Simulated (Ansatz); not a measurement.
This triplet lies 0.57 eV below the relaxed singlet at the level B3LYP/cc-pVTZ // B3LYP-D3(BJ)/def2-TZVP (Ansatz, a first-principles code); other levels give the other order.

A geometry relaxed with B3LYP-D3(BJ)/def2-TZVP in Ansatz, charge 0, multiplicity 3:

```xyz
10

H      2.2766    -1.0197     0.1390
C     -1.2957     0.5641    -0.0776
H     -2.0111    -1.4790     0.1001
H     -2.2766     1.0197    -0.1390
C      1.2957    -0.5641     0.0776
H      2.0111     1.4790    -0.1001
C     -0.1383     1.3013    -0.1245
C     -1.1480    -0.8258     0.0554
C      0.1383    -1.3012     0.1245
C      1.1480     0.8258    -0.0554
```

Problem. Write the SMILES of this molecule.

Solution. `[c]1cc[c]cc1`
